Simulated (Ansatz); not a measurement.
Ansatz (a first-principles code) input for Sn(Cl)(NH2)3 (ClH₆N₃Sn), SMILES [NH2][Sn]([NH2])([NH2])[Cl], PBE-D3(BJ)/def2-SVP. 

Ansatz 0.2 input:
```yaml
crystal:
  periodic: [false, false, false]
  atoms:
    - {symbol: N, position_ang: [0.49530360, -1.85074089, -0.94043181]}
    - {symbol: Sn, position_ang: [-0.00000000, 0.00000000, -0.24648117]}
    - {symbol: N, position_ang: [1.35513683, 1.35431594, -0.94043181]}
    - {symbol: N, position_ang: [-1.85044042, 0.49642494, -0.94043181]}
    - {symbol: Cl, position_ang: [0.00000000, -0.00000000, 2.15013088]}
    - {symbol: H, position_ang: [0.39640454, -2.57266703, -0.22563034]}
    - {symbol: H, position_ang: [1.46273436, -1.86847093, -1.26740247]}
    - {symbol: H, position_ang: [0.88677612, 2.20100058, -1.26740248]}
    - {symbol: H, position_ang: [2.02979273, 1.62962991, -0.22563034]}
    - {symbol: H, position_ang: [-2.34951048, -0.33252965, -1.26740247]}
    - {symbol: H, position_ang: [-2.42619727, 0.94303712, -0.22563033]}
basis:
  gaussian:
    orbitals: def2-SVP
hamiltonian:
  xc: pbe
  dispersion: d3bj
relax: {f_tol: 0.002, max_steps: 200}
```

Program output:

```
WARN ansatz: RAYON_NUM_THREADS=1 ignored (pool sized by the plan → 1); use --threads N
Functional definition: PBE
integrals: 0.07 GiB planned
1350 factors; their error is unknown
mean field: 0.34 GiB planned
mean field evaluation 1: about -22882.6744 eV, gradient 1.0e2 eV
mean field evaluation 2: about -22782.3216 eV, gradient 2.0e2 eV
mean field evaluation 4: about -22904.5161 eV, gradient 1.7e1 eV
mean field evaluation 8: about -22905.3953 eV, gradient 1.9e-1 eV
mean field evaluation 16: about -22905.3393 eV, gradient 1.1e-3 eV
mean field -22905.33930299 eV, -841.7556935883 hartree, gradient 5.1e-5 eV, S^2 0.000000; 0 other end points of the search recorded, 0 dependent functions left out
the calculation of the forces begins
reference -22905.33934630 eV, -841.7556951797 hartree; 33, 33 occupied and 83, 83 virtual orbitals, 1350 factors
relax step   1: F+E_penalty+E_count = -22905.58951840 eV  Δ(F+E_penalty+E_count) = +0.000e0 eV  max|allowed force component| = 3.050e-1 eV/Å  Δτ_max = 0.0000 Å  (28 SCF iters, accepted)
these checks for a lower state are left out or cut short: starts, cluster_reference, orbital_swaps, neighbouring_geometries, increment
integrals: 0.07 GiB planned
1350 factors; their error is unknown
mean field: 0.34 GiB planned
mean field -22905.35607880 eV, -841.7563100879 hartree, gradient 7.8e-6 eV, S^2 0.000000; 0 other end points of the search recorded, 0 dependent functions left out
the calculation of the forces begins
reference -22905.35612216 eV, -841.7563116812 hartree; 33, 33 occupied and 83, 83 virtual orbitals, 1350 factors
relax step   2: F+E_penalty+E_count = -22905.60540325 eV  Δ(F+E_penalty+E_count) = -1.588e-2 eV  max|allowed force component| = 1.246e-1 eV/Å  Δτ_max = 0.0258 Å  (29 SCF iters, accepted)
these checks for a lower state are left out or cut short: starts, cluster_reference, orbital_swaps, neighbouring_geometries, increment
integrals: 0.07 GiB planned
1350 factors; their error is unknown
mean field: 0.34 GiB planned
mean field evaluation 32: about -22905.3598 eV, gradient 7.7e-6 eV
mean field -22905.35981029 eV, -841.7564472177 hartree, gradient 7.7e-6 eV, S^2 0.000000; 0 other end points of the search recorded, 0 dependent functions left out
the calculation of the forces begins
reference -22905.35985368 eV, -841.7564488120 hartree; 33, 33 occupied and 83, 83 virtual orbitals, 1350 factors
relax step   3: F+E_penalty+E_count = -22905.60895547 eV  Δ(F+E_penalty+E_count) = -3.552e-3 eV  max|allowed force component| = 3.401e-2 eV/Å  Δτ_max = 0.0148 Å  (30 SCF iters, accepted)
these checks for a lower state are left out or cut short: starts, cluster_reference, orbital_swaps, neighbouring_geometries, increment
integrals: 0.07 GiB planned
1350 factors; their error is unknown
mean field: 0.34 GiB planned
mean field -22905.36008838 eV, -841.7564574374 hartree, gradient 7.4e-6 eV, S^2 0.000000; 0 other end points of the search recorded, 0 dependent functions left out
the calculation of the forces begins
reference -22905.36013173 eV, -841.7564590302 hartree; 33, 33 occupied and 83, 83 virtual orbitals, 1350 factors
relax step   4: F+E_penalty+E_count = -22905.60950104 eV  Δ(F+E_penalty+E_count) = -5.456e-4 eV  max|allowed force component| = 2.198e-2 eV/Å  Δτ_max = 0.0184 Å  (29 SCF iters, accepted)
these checks for a lower state are left out or cut short: starts, cluster_reference, orbital_swaps, neighbouring_geometries, increment
integrals: 0.07 GiB planned
1350 factors; their error is unknown
mean field: 0.34 GiB planned
mean field -22905.36029942 eV, -841.7564651929 hartree, gradient 2.0e-5 eV, S^2 0.000000; 0 other end points of the search recorded, 0 dependent functions left out
the calculation of the forces begins
reference -22905.36034277 eV, -841.7564667858 hartree; 33, 33 occupied and 83, 83 virtual orbitals, 1350 factors
relax step   5: F+E_penalty+E_count = -22905.60962214 eV  Δ(F+E_penalty+E_count) = -1.211e-4 eV  max|allowed force component| = 3.813e-3 eV/Å  Δτ_max = 0.0029 Å  (22 SCF iters, accepted)
these checks for a lower state are left out or cut short: starts, cluster_reference, orbital_swaps, neighbouring_geometries, increment
integrals: 0.07 GiB planned
1350 factors; their error is unknown
mean field: 0.34 GiB planned
mean field -22905.36025193 eV, -841.7564634477 hartree, gradient 2.3e-5 eV, S^2 0.000000; 0 other end points of the search recorded, 0 dependent functions left out
the calculation of the forces begins
reference -22905.36029527 eV, -841.7564650405 hartree; 33, 33 occupied and 83, 83 virtual orbitals, 1350 factors
relax step   6: F+E_penalty+E_count = -22905.60963214 eV  Δ(F+E_penalty+E_count) = -1.000e-5 eV  max|allowed force component| = 1.391e-3 eV/Å  Δτ_max = 0.0027 Å  (22 SCF iters, accepted)
integrals: 0.07 GiB planned
1350 factors; their error is unknown
mean field: 0.34 GiB planned
mean field evaluation 64: about -22905.4169 eV, gradient 4.9e-2 eV
mean field -22905.36025193 eV, -841.7564634477 hartree, gradient 2.4e-5 eV, S^2 0.000000; 1 other end points of the search recorded, 0 dependent functions left out
the calculation of the forces begins
reference -22905.36029527 eV, -841.7564650405 hartree; 33, 33 occupied and 83, 83 virtual orbitals, 1350 factors
Total energy: -22905.60967549 eV, -841.7656295942 hartree
Atom 0 at     0.479488    -1.864322    -0.964180 Å, force    -0.000416     0.000933    -0.001113 eV/Å
Atom 1 at    -0.000008    -0.000022    -0.244947 Å, force     0.000004    -0.000018     0.000872 eV/Å
Atom 2 at     1.374738     1.347390    -0.964265 Å, force    -0.000592    -0.000824    -0.001112 eV/Å
Atom 3 at    -1.854261     0.516950    -0.964223 Å, force     0.001021    -0.000095    -0.001123 eV/Å
Atom 4 at    -0.000073     0.000017     2.162567 Å, force    -0.000001     0.000002     0.000855 eV/Å
Atom 5 at     0.401729    -2.565755    -0.214124 Å, force     0.000281    -0.000483     0.000784 eV/Å
Atom 6 at     1.466773    -1.859708    -1.259742 Å, force     0.000795    -0.001140    -0.000244 eV/Å
Atom 7 at     0.877098     2.200189    -1.259559 Å, force     0.000587     0.001261    -0.000244 eV/Å
Atom 8 at     2.021286     1.630584    -0.214323 Å, force     0.000281     0.000486     0.000780 eV/Å
Atom 9 at    -2.343938    -0.340359    -1.259772 Å, force    -0.001391    -0.000119    -0.000242 eV/Å
Atom 10 at    -2.422831     0.935036    -0.214177 Å, force    -0.000569    -0.000002     0.000788 eV/Å
Dipole moment:     0.000074    -0.000053    -0.036630 e Å
```

The run converged.
